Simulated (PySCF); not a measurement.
Start geometry of `O(B(C)Cl)C` from GFN2-xTB (Å):
```
atom  x, y, z in Å
C1     1.6857   -0.2751   -0.2703
O2     0.8155    0.8689   -0.1906
B3    -0.5119    0.8817    0.0175
C4    -1.4144   -0.3666    0.2511
Cl5   -1.1701    2.4805    0.0694
H6     1.9488   -0.3882   -1.3209
H7     2.5687   -0.0438    0.3161
H8     1.1976   -1.1484    0.0941
H9    -1.4823   -0.6238    1.3313
H10   -2.4712   -0.1544   -0.0361
H11   -1.1283   -1.2565   -0.2774
```

Task: What comes out of this run: PBE0-D3(BJ)/def2-SVP geometry optimisation, gas phase in PySCF 2.14.0?

Result: 
```
atom  x, y, z in Å
C1     1.5765   -0.2842   -0.4127
O2     0.8062    0.8844   -0.3144
B3    -0.4889    0.9308    0.0357
C4    -1.3882   -0.3050    0.3987
Cl5   -1.1733    2.5691    0.1151
H6     1.8174   -0.4798   -1.4693
H7     2.5202   -0.1330    0.1322
H8     1.0664   -1.1665    0.0038
H9    -1.2119   -0.5802    1.4539
H10   -2.4567   -0.0706    0.3035
H11   -1.1663   -1.1975   -0.2064
```

The energy falls by 3.0 kcal/mol over 6 energy and gradient evaluations, the largest force component goes from 0.0393 to 1.4e-04 Eh/bohr, and the atoms move by 0.083 Å rms after alignment. The bond that changes most is B3–Cl5 (ends: three-coordinate boron; chlorine bonded to B), which lengthens by 0.047 Å. Bonds longer at the end by more than 0.005 Å: 6 of 10; shorter: 3. Among the angles that change most is H9–C4–H10, from 103.7° to 106.9°. Rotational constants go from 6642, 2526, 1873 to 6767, 2470, 1852 MHz. The orientation of the end geometry is arbitrary; only internal coordinates are fixed.

The run used 104 basis functions and 39 SCF cycles in all.

Not checked by PBE0-D3(BJ)/def2-SVP frequencies. The numbers are those of one conformer.
